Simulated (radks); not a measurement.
Question: The mean radii <r> (bohr) of the occupied orbitals of an atom or ion are listed with their occupations. Method: scalar-relativistic Kohn-Sham, PBE, spin-unpolarised, spherical densities, finite nucleus; Fermi nuclear charge, rms radius of each element as measured or else 0.836 A^(1/3) + 0.57 fm; computed with a radial shooting solver on a logarithmic mesh with Libxc functionals.

orbital  occ.     <r>
1s          2  0.4208
2s          2   2.603

Name the element and its charge.

Answer: Z = 4, beryllium, charge 0: Be in [He] 2s2. The 1s radius gives Z: for a bare nucleus <r> = (2 gamma + 1)/(2Z) with gamma = sqrt(1 - (Z/c)^2), 0.3749 bohr for Z = 4, and screening makes it slightly larger (0.4208 here). The occupations add up to 4, and the charge is Z minus that.
